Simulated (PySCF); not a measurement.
# Ionisation energy of Ce(53+) by level of theory

Ce(53+) [He] 2s2 2p1 (2P) → Ce(54+) [He] 2s2 (1S), as a difference of total energies. Calculation: PySCF 2.14, in an uncontracted even-tempered set (17 s from 28 bohr⁻², ratio 2.2; 10 p from 36 bohr⁻², ratio 2.2; 5 d from 140 bohr⁻², ratio 2.4; 5 f from 200 bohr⁻², ratio 2.4; 4 g from 310 bohr⁻², ratio 2.4); no relativity, point nucleus. Correlated levels: nothing frozen; virtual orbitals above 40 to 60 times the deepest correlated orbital energy dropped. The calculations carry no spin-orbit coupling.

```
                 method  ionisation energy (eV)  plus first-order spin-orbit estimate  difference from reference of that sum (eV)
                    UHF                 10262.3                               10518.9                                      -321.1
                    LDA                 10254.9                               10511.6                                      -328.4
                    PBE                 10263.4                               10520.1                                      -319.9
                   PBE0                 10263.3                               10520.0                                      -320.0
                 r2SCAN                 10265.7                               10522.4                                      -317.6
                   TPSS                 10265.6                               10522.3                                      -317.7
                r2SCANh                 10265.5                               10522.1                                      -317.9
    MP2 (all electrons)                 10259.7                               10516.4                                      -323.6
SCS-MP2 (all electrons)                 10258.9                               10515.6                                      -324.4
```

Reference: 10840 ± 5 eV (theoretical estimate listed by NIST; NIST Atomic Spectra Database, ionization energies).

A first-order spin-orbit estimate (lowest level to lowest level, LS coupling) adds 256.7 eV.

The gap to the reference is mostly relativistic.

First order in ζ underestimates the shift of j = l − 1/2 levels at high Z.
